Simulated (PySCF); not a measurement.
Mo(S)2(Br)(OH) (BrHMoOS₂), SMILES [OH][Mo](=[S])(=[S])[Br], multiplicity 1.

Coordinates come from a PBE-D3(BJ)/def2-SVP optimisation. The geometry has at least one imaginary mode, so it is a saddle point at that level. The spin state was assumed, not searched. The def2 effective core potentials stand for the cores of Mo; spin–orbit coupling is left out. One conformer was computed; it need not be the lowest.

Level of theory: PBE-D3(BJ)/def2-SVP (PySCF 2.14.0).

Frequencies are harmonic and unscaled.

```json
[
 {"mode": "1", "ν (cm⁻¹)": "184i", "IR (km/mol)": "171.1", "moving atoms (share of kinetic energy)": "H 95 %"},
 {"mode": "2", "ν (cm⁻¹)": "117", "IR (km/mol)": "0.6", "moving atoms (share of kinetic energy)": "S 61 %, Br 23 %, Mo 16 %"},
 {"mode": "3", "ν (cm⁻¹)": "118", "IR (km/mol)": "0.5", "moving atoms (share of kinetic energy)": "S 37 %, O 21 %, Mo 21 %, Br 20 %"},
 {"mode": "4", "ν (cm⁻¹)": "170", "IR (km/mol)": "6.4", "moving atoms (share of kinetic energy)": "O 39 %, Br 24 %, S 24 %, H 10 %"},
 {"mode": "5", "ν (cm⁻¹)": "195", "IR (km/mol)": "0.5", "moving atoms (share of kinetic energy)": "S 77 %, Mo 12 %, O 9 %"},
 {"mode": "6", "ν (cm⁻¹)": "212", "IR (km/mol)": "0.4", "moving atoms (share of kinetic energy)": "O 65 %, S 24 %, Mo 9 %"},
 {"mode": "7", "ν (cm⁻¹)": "299", "IR (km/mol)": "25.8", "moving atoms (share of kinetic energy)": "Mo 44 %, Br 41 %"},
 {"mode": "8", "ν (cm⁻¹)": "501", "IR (km/mol)": "149.3", "moving atoms (share of kinetic energy)": "H 64 %, O 23 %, S 12 %"},
 {"mode": "9", "ν (cm⁻¹)": "547", "IR (km/mol)": "62.8", "moving atoms (share of kinetic energy)": "S 67 %, Mo 23 %, H 8 %"},
 {"mode": "10", "ν (cm⁻¹)": "556", "IR (km/mol)": "56.0", "moving atoms (share of kinetic energy)": "S 67 %, Mo 33 %"},
 {"mode": "11", "ν (cm⁻¹)": "735", "IR (km/mol)": "58.9", "moving atoms (share of kinetic energy)": "O 72 %, Mo 17 %, H 11 %"},
 {"mode": "12", "ν (cm⁻¹)": "3744", "IR (km/mol)": "311.3", "moving atoms (share of kinetic energy)": "H 94 %"}
]
```
